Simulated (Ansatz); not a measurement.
Isolated molecules relaxed with PBE0-D4/def2-TZVP in Ansatz; ΔE leaves out vibrations. CCSD(T)/CBS adds triple-zeta CCSD(T) − MP2 to the extrapolated MP2 energy (def2 sets, frozen cores). This one scheme is used for every species. Functionals use def2-TZVPP. One conformer a species, not always the lowest.

`O[SiH2][SiH]([SiH3])S` + H₂ → `O[SiH2][SiH2]S` + SiH₄  (hydrogenolysis of the Si–Si bond)

`O[SiH2][SiH]([SiH3])S`:

Cartesian coordinates in Å:
```
O 0.689 0.807 -2.534
Si 0.938 1.003 -0.908
Si -0.070 -0.870 0.062
Si -0.589 -0.514 2.313
S -1.923 -1.156 -0.986
H 0.952 1.519 -3.119
H 2.393 1.092 -0.588
H 0.297 2.257 -0.418
H 0.820 -2.061 -0.057
H -1.404 -1.637 2.847
H 0.668 -0.415 3.103
H -1.353 0.753 2.460
H -1.418 -0.778 -2.175
```

H₂:

Z-matrix (Å, degrees):
```
H
H 1 0.746
```

`O[SiH2][SiH2]S`:

```xyz
10

O     1.382   -0.580    1.419
Si   -0.241   -0.334    1.251
Si   -0.530    0.881   -0.733
S     0.884    0.000   -2.109
H     1.868   -0.650    0.591
H    -0.715    0.366    2.471
H    -0.986   -1.621    1.127
H    -0.065    2.288   -0.622
H    -1.907    0.865   -1.294
H     0.310   -1.216   -2.101
```

SiH₄:

Cartesian coordinates in Å:
```
Si 0.000 0.000 0.000
H 0.652 -0.495 1.239
H -1.451 -0.312 0.046
H 0.612 -0.662 -1.180
H 0.187 1.469 -0.105
```

```tsv
species	PBE-D4 energy (Eh)
`O[SiH2][SiH]([SiH3])S`	-1346.14828
H₂	-1.16621
`O[SiH2][SiH2]S`	-1055.59144
SiH₄	-291.72329
```

Problem. Work out ΔE.

Solution. ΔE = (-1055.59144) + (-291.72329) − (-1346.14828) − (-1.16621) = -0.00024 Eh = -0.2 kcal/mol. CCSD(T)/CBS gives -2.9 kcal/mol.

Largest T1 diagnostic among the species: 0.013.

In def2-TZVPP, CCSD(T) changes the Hartree–Fock value by +7.1 kcal/mol (the triples alone add +1.3 kcal/mol) and MP2 by +7.8 kcal/mol. The D4 term adds +3.2 kcal/mol with B3LYP and +1.8 kcal/mol with PBE0; it sums over pairs of atoms, weighted by their polarisabilities, and B3LYP, whose exchange is more repulsive, gets the larger term. From PBE to PBE0 (25 % exact exchange), in def2-TZVPP and without D4, ΔE moves by −0.9 kcal/mol.

B3LYP here is the variant with VWN-RPA as its local correlation; programs differ in this.
